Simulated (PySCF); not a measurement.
Compound: C₅H₈F₃OP.
Numbering: `[CH3:1][O:2][CH2:3][P:4]([CH3:5])[C:6]([F:7])=[C:8]([F:9])[F:10]` (hydrogens: H11, H12, H13 on C1; H14, H15 on C3; H16, H17, H18 on C5)

Method: TDDFT wB97X-D/def2-SVPD, vertical, gas phase, core orbitals frozen in the response (PySCF 2.14.0, density-fitted response routines). The structure is a single PBE0-D3(BJ)/def2-SVP conformer in the gas phase; no vibrational or solvent corrections. Torsions of this conformer, `[CH3:1][O:2][CH2:3][P:4]([CH3:5])[C:6]([F:7])=[C:8]([F:9])[F:10]`: C1–O2–C3–P4 -171°, O2–C3–P4–C5 -48°, C3–P4–C6–F7 -156°.

Kohn–Sham orbitals with the atoms that hold most of them (Löwdin shares over 4%, at most four atoms; ? is withheld):

```
orbital  ε (eV)                          atoms
 LUMO+2    2.23  C8 17%, C1 16%, C6 7%, F10 7%
 LUMO+1    2.04  P4 23%, C5 12%, C6 10%, F7 8%
   LUMO    1.84                              ?
   HOMO   -8.48                              ?
 HOMO-1   -9.72   O2 40%, P4 10%, C6 8%, C1 7%
 HOMO-2  -10.15  O2 21%, P4 19%, C6 15%, F7 8%
 HOMO-3  -11.16  O2 32%, C3 20%, P4 13%, C5 8%
```

**Question.** Which atoms hold the LUMO, and with what shares?

**Answer.** P4 (bonded to 3 C) 23%; C8 (bonded to C and 2 F) 18%; C6 (bonded to C, F and P) 16%; C5 (bonded to P and 3 H) 6%. By element: carbon 40% or more, phosphorus 23%.

**Question.** Which atoms hold the HOMO, and with what shares?

**Answer.** P4 (bonded to 3 C) 34%; C6 (bonded to C, F and P) 18%; C8 (bonded to C and 2 F) 16%; C5 (bonded to P and 3 H) 7%. By element: carbon 41% or more, phosphorus 34%.

**Question.** How does S1 compare with the orbital gap of 10.33 eV?

**Answer.** S1 is at 5.91 eV (f = 0.038), 4.42 eV below the gap, made of HOMO→LUMO+1 (58%), HOMO→LUMO (20%). Its leading pair isn't HOMO and LUMO; the energies of that pair differ by 10.53 eV. 

Next come S2 at 6.29 eV (f 0.270), HOMO→LUMO (66%), HOMO→LUMO+1 (22%); S3 at 6.77 eV (f 0.014), HOMO→LUMO+2 (39%), HOMO→LUMO+3 (35%); S4 at 7.12 eV (f 0.054), HOMO→LUMO+2 (25%), HOMO→LUMO+5 (14%), HOMO-1→LUMO+1 (13%); S5 at 7.28 eV (f 0.022), HOMO→LUMO+4 (22%), HOMO→LUMO+6 (16%), HOMO-1→LUMO+1 (16%).

Hardware: one thread, Arm Neoverse V2 (aarch64), no GPU, shared host. Cost: 3.5 min, 1.3 GiB resident at most.
